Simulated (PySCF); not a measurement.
PySCF input file for 2-bromofuran (C4H3BrO), SMILES Brc1ccco1, ωB97X-D3(BJ)/def2-SVP. Coordinates come from a ωB97X-D3(BJ)/def2-SVP optimisation.

```python
import numpy as np
from pyscf import gto, scf, dft, df
from pyscf.hessian import thermo

mol = gto.M(
    atom='''
    Br    0.00486497    1.52374488    0.00000000
    C    -0.10305305   -0.32612124    0.00000000
    C    -1.17309232   -1.16880887    0.00000000
    C    -0.60953302   -2.49356716    0.00000000
    C     0.74231994   -2.33136794    0.00000000
    O     1.05985791   -1.00877547    0.00000000
    H    -2.22226700   -0.88131405    0.00000000
    H    -1.14983709   -3.43902434    0.00000000
    H     1.58311750   -3.02133746    0.00000000
    ''',
    basis='def2-SVP',
    charge=0,
    spin=0,
    max_memory=1600,
    verbose=3,
)
mf = dft.RKS(mol, xc='wb97x-d3bj').density_fit(auxbasis='def2-universal-jkfit')
mf.grids.level = 3
mf.conv_tol = 1e-11
mf.max_cycle = 100
mf.kernel()

# analytic Hessian; the response equations are solved on a coarser grid
h, args, fine = mf.Hessian(), (mf.mo_energy, mf.mo_coeff, mf.mo_occ), mf.grids
h.max_memory = max(150, 2.5e-5 * df.make_auxmol(mol, mf.with_df.auxbasis).nao * mol.nelec[0] * (mol.nelec[0] + mol.nao))  # MB; small integral blocks
h1ao = h.make_h1(mf.mo_coeff, mf.mo_occ)
mf.grids = dft.Grids(mol).set(level=1).build(with_non0tab=True)
mo1, mo_e1 = h.solve_mo1(*args, h1ao)
mf.grids = fine
hess = h.hess_elec(*args, mo1, mo_e1, h1ao) + h.hess_nuc()
if mf.do_disp():
    hess += h.get_dispersion()
for i in range(mol.natm):  # the analytic DFT Hessian lacks the response of the grid: restore translational invariance
    hess[i, i] -= hess[i].sum(axis=0)
hess = (hess + hess.transpose(1, 0, 3, 2)) / 2
vib = thermo.harmonic_analysis(mol, hess, imaginary_freq=False)
thermo.dump_normal_mode(mol, vib)
th = thermo.thermo(mf, vib['freq_au'][vib['freq_au'] > 0], 298.15, 101325)
thermo.dump_thermo(mol, th)
g0 = mf.nuc_grad_method().set(verbose=0).kernel()

# dipole derivatives [dipole axis, atom, xyz] from the same response
r, irp = mol.intor('int1e_r'), mol.intor('int1e_irp').reshape(3, 3, mol.nao, mol.nao)
sl, dm0, ok = mol.aoslice_by_atom(), np.array(mf.make_rdm1()), []
dmu = np.einsum('a,xt->xat', mol.atom_charges(), np.eye(3))
for a, (_, _, p0, p1) in enumerate(sl):
    dmu[:, a] += 2 * np.einsum('xtij,ij->xt', irp[:, :, :, p0:p1], dm0.reshape(-1, mol.nao, mol.nao).sum(0)[:, p0:p1])
    for u, c, occ, f in [(mo1, mf.mo_coeff, mf.mo_occ, 4)]:
        dmu[:, a] -= f * np.einsum('tui,xuv,vi->xt', u[a], r, c[:, occ > 0], optimize=True)
L = vib['norm_mode']
ir = 974.8801 * (np.einsum('xat,kat->kx', dmu, L) ** 2).sum(1)       # km/mol
apt = np.einsum('xax->a', dmu) / 3

# polarisability derivatives from nuclear gradients in small electric fields
h0, F = mf.get_hcore(), 0.005
def in_field(f, guess):
    m = mf.copy()
    m.verbose, m.conv_tol, m.conv_tol_grad = 0, 1e-11, 2e-7
    m.get_hcore = lambda *a: h0 + np.einsum('x,xij->ij', f, r)
    m.kernel(guess)
    ok.append(m.converged)
    dm = np.array(m.make_rdm1())
    g = m.nuc_grad_method().kernel() - np.outer(mol.atom_charges(), f)
    for a, (_, _, p0, p1) in enumerate(sl):
        g[a] -= 2 * np.einsum('x,xtij,ij->t', f, irp[:, :, :, p0:p1], dm[:, p0:p1])
    return g, -np.einsum('xij,ij->x', r, dm), dm
E = np.eye(3) * F
g0, _, dm0 = in_field(np.zeros(3), dm0)
gp = [in_field(e, dm0) for e in E]
gm = [in_field(-e, 2 * dm0 - p[2]) for e, p in zip(E, gp)]
alpha = np.array([(p[1] - q[1]) / (2 * F) for p, q in zip(gp, gm)])  # bohr^3
check = abs(np.array([-(p[0] - q[0]) / (2 * F) for p, q in zip(gp, gm)]) - dmu).max()
print('static polarisability / bohr^3:', alpha.round(3))
print('largest difference of analytic and finite-field dipole derivatives / e:', check)
da = np.zeros((3, 3, mol.natm, 3))
for x in range(3):
    da[x, x] = -(gp[x][0] + gm[x][0] - 2 * g0) / F**2
for x, y in ((0, 1), (0, 2), (1, 2)):
    up, down = in_field(E[x] + E[y], gp[x][2] + gp[y][2] - dm0), in_field(-E[x] - E[y], gm[x][2] + gm[y][2] - dm0)
    both = -(up[0] + down[0] - 2 * g0) / F**2
    da[x, y] = da[y, x] = (both - da[x, x] - da[y, y]) / 2
aq = np.einsum('xyat,kat->kxy', da, L) * 0.529177210903**2           # A^2/amu^1/2
a = np.einsum('kxx->k', aq) / 3
g2 = 1.5 * (aq**2).sum((1, 2)) - 4.5 * a**2
raman, depol = 45 * a**2 + 7 * g2, 3 * g2 / (45 * a**2 + 4 * g2 + 1e-12)
print('mode   freq/cm-1   IR/(km/mol)   Raman/(A^4/amu)   depolarisation')
for k, w in enumerate(vib['freq_wavenumber']):
    print(f'{k + 1:4d} {w:11.2f} {ir[k]:13.3f} {raman[k]:17.3f} {depol[k]:16.3f}')
print('max |gradient| / (hartree/bohr):', abs(g0).max())
print('APT charges:', apt.round(4))
```

It prints:

```
converged SCF energy = -2803.09184259781

WARN: DFTD3 does not support analytical Hessian, using finite difference


WARN: Mole.unit (angstrom) is changed to Bohr

Mode                                 0                   1                   2
Irrep
Freq [cm^-1]                      209.5462            270.3219            388.1457
Reduced mass [au]                   6.0771              6.0530             11.3740
Force const [Dyne/A]                0.1572              0.2606              1.0096
Char temp [K]                     301.4903            388.9331            558.4552
Normal mode                   x     y     z       x     y     z       x     y     z
       0  Br                -0.00  0.00 -0.03   -0.04  0.01  0.00    0.00  0.07  0.00
       1   C                 0.00 -0.00  0.17    0.14 -0.01 -0.00   -0.02 -0.05 -0.00
       2   C                 0.00  0.00  0.09    0.08  0.08 -0.00    0.00 -0.10 -0.00
       3   C                -0.00  0.00 -0.10   -0.05  0.04  0.00    0.01 -0.11  0.00
       4   C                -0.00 -0.00 -0.09   -0.03 -0.08  0.00    0.00 -0.09  0.00
       5   O                 0.00 -0.00  0.10    0.09 -0.09 -0.00   -0.02 -0.08 -0.00
       6   H                 0.00  0.00  0.10    0.10  0.19 -0.00   -0.01 -0.15 -0.00
       7   H                -0.00  0.00 -0.24   -0.13  0.09  0.00    0.01 -0.11  0.00
       8   H                -0.00 -0.00 -0.17   -0.10 -0.15  0.00    0.02 -0.07  0.00
Mode                                 3                   4                   5
Irrep
Freq [cm^-1]                      620.7158            656.5286            768.2559
Reduced mass [au]                   2.8249              4.9663              1.2851
Force const [Dyne/A]                0.6413              1.2612              0.4469
Char temp [K]                     893.0719            944.5985           1105.3492
Normal mode                   x     y     z       x     y     z       x     y     z
       0  Br                -0.00 -0.00  0.00   -0.00  0.00 -0.00    0.00 -0.00  0.00
       1   C                 0.00  0.00 -0.02    0.00 -0.00  0.21   -0.00  0.00 -0.01
       2   C                 0.00  0.00  0.10   -0.00 -0.00 -0.09    0.00 -0.00 -0.01
       3   C                -0.00 -0.00 -0.15   -0.00 -0.00  0.01   -0.00 -0.00 -0.04
       4   C                -0.00  0.00  0.14   -0.00 -0.00  0.04   -0.00  0.00 -0.12
       5   O                 0.00  0.00 -0.07   -0.00  0.00 -0.12    0.00  0.00  0.05
       6   H                 0.00  0.00  0.28    0.00  0.00 -0.25    0.00 -0.00  0.23
       7   H                -0.00 -0.00 -0.24   -0.00 -0.00  0.14    0.00 -0.00  0.56
       8   H                -0.00  0.00  0.40   -0.00 -0.00  0.23   -0.00  0.00  0.62
Mode                                 6                   7                   8
Irrep
Freq [cm^-1]                      848.5595            911.8975            921.7237
Reduced mass [au]                   1.3154              5.8399              1.3742
Force const [Dyne/A]                0.5580              2.8612              0.6879
Char temp [K]                    1220.8883           1312.0174           1326.1551
Normal mode                   x     y     z       x     y     z       x     y     z
       0  Br                 0.00  0.00 -0.00    0.00 -0.00  0.00    0.00 -0.00 -0.00
       1   C                -0.00 -0.00  0.04    0.04  0.01 -0.00    0.00  0.00  0.01
       2   C                -0.00  0.00 -0.12    0.08 -0.06  0.00    0.00 -0.00 -0.07
       3   C                 0.00 -0.00 -0.02   -0.09 -0.14 -0.00   -0.00 -0.00  0.12
       4   C                 0.00  0.00  0.06   -0.12  0.09  0.00   -0.00  0.00 -0.07
       5   O                -0.00  0.00  0.00    0.06  0.08  0.00    0.00  0.00 -0.00
       6   H                -0.00  0.00  0.75    0.13  0.12 -0.00    0.00  0.00  0.35
       7   H                 0.00 -0.00  0.21    0.03 -0.21  0.00    0.00 -0.00 -0.66
       8   H                 0.00  0.00 -0.36   -0.13  0.09 -0.00   -0.00  0.00  0.39
Mode                                 9                  10                  11
Irrep
Freq [cm^-1]                      946.3872           1025.9798           1107.7044
Reduced mass [au]                   3.9451              1.3207              1.6666
Force const [Dyne/A]                2.0818              0.8191              1.2049
Char temp [K]                    1361.6405           1476.1565           1593.7400
Normal mode                   x     y     z       x     y     z       x     y     z
       0  Br                 0.00  0.01  0.00   -0.00  0.00  0.00    0.00  0.00  0.00
       1   C                -0.03 -0.10 -0.00    0.01 -0.02 -0.00   -0.00 -0.09 -0.00
       2   C                -0.16 -0.01  0.00   -0.03  0.08  0.00   -0.06 -0.01 -0.00
       3   C                -0.00  0.04 -0.00    0.03 -0.06 -0.00   -0.05 -0.05  0.00
       4   C                -0.01  0.03  0.00    0.02  0.00 -0.00    0.07 -0.06 -0.00
       5   O                 0.15  0.01 -0.00   -0.07 -0.03  0.00    0.03  0.08  0.00
       6   H                -0.15  0.04 -0.00    0.12  0.65 -0.00    0.04  0.36  0.00
       7   H                 0.28 -0.12  0.00    0.44 -0.30 -0.00   -0.51  0.21 -0.00
       8   H                -0.19 -0.19 -0.00    0.11  0.10  0.00    0.30  0.21  0.00
Mode                                12                  13                  14
Irrep
Freq [cm^-1]                     1177.5400           1236.7317           1268.9020
Reduced mass [au]                   2.8550              2.3608              3.0750
Force const [Dyne/A]                2.3324              2.1274              2.9171
Char temp [K]                    1694.2179           1779.3816           1825.6674
Normal mode                   x     y     z       x     y     z       x     y     z
       0  Br                 0.00 -0.00 -0.00    0.00  0.01  0.00   -0.00  0.00  0.00
       1   C                -0.07  0.09  0.00    0.02 -0.12 -0.00    0.14 -0.09 -0.00
       2   C                 0.01  0.05  0.00    0.07 -0.11  0.00   -0.02  0.03  0.00
       3   C                 0.04 -0.06 -0.00    0.03  0.10 -0.00   -0.04  0.04 -0.00
       4   C                 0.01 -0.15 -0.00   -0.01  0.03 -0.00   -0.04 -0.10 -0.00
       5   O                 0.02  0.11  0.00   -0.08  0.04  0.00   -0.06  0.10  0.00
       6   H                 0.02  0.09  0.00    0.19  0.30  0.00   -0.11 -0.34  0.00
       7   H                 0.02 -0.06 -0.00   -0.03  0.15  0.00    0.30 -0.16  0.00
       8   H                -0.25 -0.47 -0.00   -0.33 -0.34 -0.00    0.13  0.10 -0.00
Mode                                15                  16                  17
Irrep
Freq [cm^-1]                     1437.3318           1555.6311           1651.0726
Reduced mass [au]                   3.0327              6.2511              5.8265
Force const [Dyne/A]                3.6915              8.9128              9.3582
Char temp [K]                    2068.0004           2238.2069           2375.5258
Normal mode                   x     y     z       x     y     z       x     y     z
       0  Br                -0.00  0.00  0.00   -0.00 -0.00 -0.00    0.00  0.00  0.00
       1   C                 0.08 -0.06 -0.00    0.11  0.11  0.00   -0.10 -0.10 -0.00
       2   C                -0.05  0.11  0.00   -0.08 -0.08 -0.00    0.11  0.10 -0.00
       3   C                 0.08 -0.13  0.00   -0.12 -0.00  0.00   -0.14 -0.01  0.00
       4   C                 0.01  0.10 -0.00    0.15  0.03 -0.00    0.12  0.04 -0.00
       5   O                -0.05 -0.00  0.00   -0.03 -0.01 -0.00   -0.00 -0.00  0.00
       6   H                -0.14 -0.18 -0.00   -0.06  0.06  0.00    0.06 -0.19 -0.00
       7   H                -0.30  0.08 -0.00   -0.00 -0.10 -0.00    0.09 -0.16 -0.00
       8   H                -0.26 -0.23  0.00   -0.06 -0.25  0.00   -0.00 -0.15  0.00
Mode                                18                  19                  20
Irrep
Freq [cm^-1]                     3281.4125           3299.0106           3313.3625
Reduced mass [au]                   1.0927              1.1014              1.1097
Force const [Dyne/A]                6.9321              7.0627              7.1778
Char temp [K]                    4721.2220           4746.5418           4767.1910
Normal mode                   x     y     z       x     y     z       x     y     z
       0  Br                -0.00 -0.00 -0.00   -0.00 -0.00  0.00    0.00  0.00  0.00
       1   C                 0.00  0.00  0.00    0.01  0.00  0.00    0.00 -0.00  0.00
       2   C                -0.03  0.00  0.00   -0.08  0.02 -0.00    0.01 -0.01  0.00
       3   C                 0.04  0.06 -0.00   -0.01 -0.02  0.00    0.02  0.03 -0.00
       4   C                 0.02 -0.02  0.00   -0.02  0.02 -0.00   -0.07  0.05 -0.00
       5   O                 0.00 -0.00  0.00    0.00 -0.00 -0.00   -0.00 -0.00 -0.00
       6   H                 0.29 -0.07  0.00    0.86 -0.23  0.00   -0.16  0.04  0.00
       7   H                -0.42 -0.73 -0.00    0.10  0.18  0.00   -0.19 -0.33 -0.00
       8   H                -0.25  0.21 -0.00    0.21 -0.17  0.00    0.66 -0.54  0.00
temperature 298.1500 [K]
pressure 101325.00 [Pa]
Rotational constants [GHz] 9.26954 1.33705 1.16851
Symmetry number 1
Zero-point energy (ZPE) 0.06128 [Eh]   160878.357 [J/mol]
                           tot       elec      trans        rot        vib
Entropy [J/mol/K]       313.216      0.000    170.982    115.050     27.184
Cv [J/mol/K]             71.024      0.000     12.472     12.472     46.080
Cp [J/mol/K]             79.338      0.000     20.786     12.472     46.080
Internal energy [J/mol]                      3718.434   3718.434 166186.962
Internal energy [Eh]   -2803.02571  -2803.09184
Enthalpy [J/mol]                             6197.391   3718.434 166186.962
Enthalpy [Eh]          -2803.02477
Gibbs free energy [J/mol]                  -44781.038 -30583.785 158082.158
Gibbs free energy [Eh] -2803.06034
static polarisability / bohr^3: [[54.263  0.931 -0.   ]
 [ 0.924 80.183  0.   ]
 [-0.    -0.    30.272]]
largest difference of analytic and finite-field dipole derivatives / e: 0.0007416903230825778
mode   freq/cm-1   IR/(km/mol)   Raman/(A^4/amu)   depolarisation
   1      209.55         2.845             1.598            0.750
   2      270.32         0.787             1.555            0.747
   3      388.15         1.094             5.501            0.288
   4      620.72         7.660             0.615            0.750
   5      656.53         1.861             1.285            0.750
   6      768.26        55.912             0.832            0.750
   7      848.56        10.564             0.775            0.750
   8      911.90         1.275             4.588            0.727
   9      921.72         0.201             2.178            0.750
  10      946.39        24.923             3.076            0.134
  11     1025.98        28.493             2.566            0.307
  12     1107.70         7.862             9.367            0.313
  13     1177.54        10.061             1.788            0.245
  14     1236.73        13.087            15.155            0.347
  15     1268.90        43.666             0.537            0.268
  16     1437.33         9.494            12.842            0.614
  17     1555.63        51.636            75.663            0.241
  18     1651.07        14.538             2.188            0.621
  19     3281.41         1.117            88.860            0.675
  20     3299.01         1.614            41.256            0.238
  21     3313.36         0.247           139.840            0.138
max |gradient| / (hartree/bohr): 6.985967619405558e-05
APT charges: [-0.1448  0.4764 -0.1466 -0.0884  0.1198 -0.4869  0.0967  0.0815  0.0923]
```

The calculation finished and met its thresholds.
